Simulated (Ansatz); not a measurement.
Method: PBE0-D3(BJ)/def2-TZVP (Ansatz, an electronic-structure program). No frequencies were computed at this level.

Ansatz 0.2 input:
```yaml
crystal:
  periodic: [false, false, false]
  atoms:
    - { symbol: B, position_ang: [-0.419785, -0.025176, 0.001598] }
    - { symbol: O, position_ang: [0.83716, -0.445976, 0.008617] }
    - { symbol: H, position_ang: [-1.238493, -0.863506, 0.022868] }
    - { symbol: H, position_ang: [-0.709459, 1.119549, -0.024962] }
    - { symbol: H, position_ang: [1.530577, 0.215111, -0.00812] }
basis:
  gaussian: { orbitals: def2-tzvp }
hamiltonian:
  xc: pbe0
  dispersion: d3bj
relax:
  max_steps: 150
```

Output:

```
Functional definition: PBE0
452 factors; their error is unknown
mean field evaluation 1: about -2767.2177 eV, gradient 4.6e1 eV
mean field evaluation 2: about -2762.3444 eV, gradient 7.0e1 eV
mean field evaluation 4: about -2770.7956 eV, gradient 1.5e0 eV
mean field evaluation 8: about -2770.8020 eV, gradient 1.4e-2 eV
mean field evaluation 16: about -2770.8036 eV, gradient 9.1e-6 eV
mean field -2770.80364248 eV, -101.8251557429 hartree, gradient 9.1e-6 eV, S^2 0.000000; 0 other end points of the search recorded, 0 dependent functions left out
reference -2770.80366720 eV, -101.8251566515 hartree; 8, 8 occupied and 72, 72 virtual orbitals, 452 factors
relax step   1: F+E_penalty+E_count = -2770.83575566 eV  Δ(F+E_penalty+E_count) = +0.000e0 eV  max|allowed force component| = 9.791e-1 eV/Å  Δτ_max = 0.0000 Å  (23 SCF iters, accepted)
these checks for a lower state are left out or cut short: starts, cluster_reference, orbital_swaps, neighbouring_geometries, increment
452 factors; their error is unknown
mean field -2770.82876523 eV, -101.8260789871 hartree, gradient 1.6e-5 eV, S^2 0.000000; 0 other end points of the search recorded, 0 dependent functions left out
reference -2770.82878999 eV, -101.8260798970 hartree; 8, 8 occupied and 72, 72 virtual orbitals, 452 factors
relax step   2: F+E_penalty+E_count = -2770.86085624 eV  Δ(F+E_penalty+E_count) = -2.510e-2 eV  max|allowed force component| = 4.148e-1 eV/Å  Δτ_max = 0.0232 Å  (27 SCF iters, accepted)
these checks for a lower state are left out or cut short: starts, cluster_reference, orbital_swaps, neighbouring_geometries, increment
452 factors; their error is unknown
mean field -2770.83525490 eV, -101.8263174781 hartree, gradient 1.7e-5 eV, S^2 0.000000; 0 other end points of the search recorded, 0 dependent functions left out
reference -2770.83527967 eV, -101.8263183881 hartree; 8, 8 occupied and 72, 72 virtual orbitals, 452 factors
relax step   3: F+E_penalty+E_count = -2770.86735130 eV  Δ(F+E_penalty+E_count) = -6.495e-3 eV  max|allowed force component| = 1.211e-1 eV/Å  Δτ_max = 0.0171 Å  (27 SCF iters, accepted)
these checks for a lower state are left out or cut short: starts, cluster_reference, orbital_swaps, neighbouring_geometries, increment
452 factors; their error is unknown
mean field evaluation 32: about -2770.8353 eV, gradient 2.2e-3 eV
mean field -2770.83691592 eV, -101.8263785194 hartree, gradient 1.8e-5 eV, S^2 0.000000; 0 other end points of the search recorded, 0 dependent functions left out
reference -2770.83694065 eV, -101.8263794281 hartree; 8, 8 occupied and 72, 72 virtual orbitals, 452 factors
relax step   4: F+E_penalty+E_count = -2770.86903894 eV  Δ(F+E_penalty+E_count) = -1.688e-3 eV  max|allowed force component| = 5.754e-2 eV/Å  Δτ_max = 0.0191 Å  (27 SCF iters, accepted)
these checks for a lower state are left out or cut short: starts, cluster_reference, orbital_swaps, neighbouring_geometries, increment
452 factors; their error is unknown
mean field -2770.83703778 eV, -101.8263829977 hartree, gradient 1.8e-5 eV, S^2 0.000000; 0 other end points of the search recorded, 0 dependent functions left out
reference -2770.83706251 eV, -101.8263839064 hartree; 8, 8 occupied and 72, 72 virtual orbitals, 452 factors
relax step   5: F+E_penalty+E_count = -2770.86915931 eV  Δ(F+E_penalty+E_count) = -1.204e-4 eV  max|allowed force component| = 7.536e-3 eV/Å  Δτ_max = 0.0021 Å  (28 SCF iters, accepted)
452 factors; their error is unknown
mean field evaluation 64: about -2770.8370 eV, gradient 3.6e-3 eV
mean field -2770.83703778 eV, -101.8263829977 hartree, gradient 1.8e-5 eV, S^2 0.000000; 1 other end points of the search recorded, 0 dependent functions left out
reference -2770.83706251 eV, -101.8263839064 hartree; 8, 8 occupied and 72, 72 virtual orbitals, 452 factors
Total energy: -2770.86918404 eV, -101.8275643509 hartree
Atom 0 at    -0.419314    -0.038608     0.001727 Å, force     0.002168    -0.007536     0.000363 eV/Å
Atom 1 at     0.859183    -0.465213     0.009154 Å, force     0.001082     0.006985     0.000149 eV/Å
Atom 2 at    -1.268295    -0.880908     0.023380 Å, force    -0.000475     0.003472    -0.000307 eV/Å
Atom 3 at    -0.673037     1.135754    -0.025430 Å, force     0.000183     0.000492     0.000015 eV/Å
Atom 4 at     1.501463     0.248977    -0.008829 Å, force    -0.002958    -0.003413    -0.000220 eV/Å
Dipole moment:     0.201487     0.266745    -0.006651 e Å
```

Cost: very roughly 6 core-seconds.
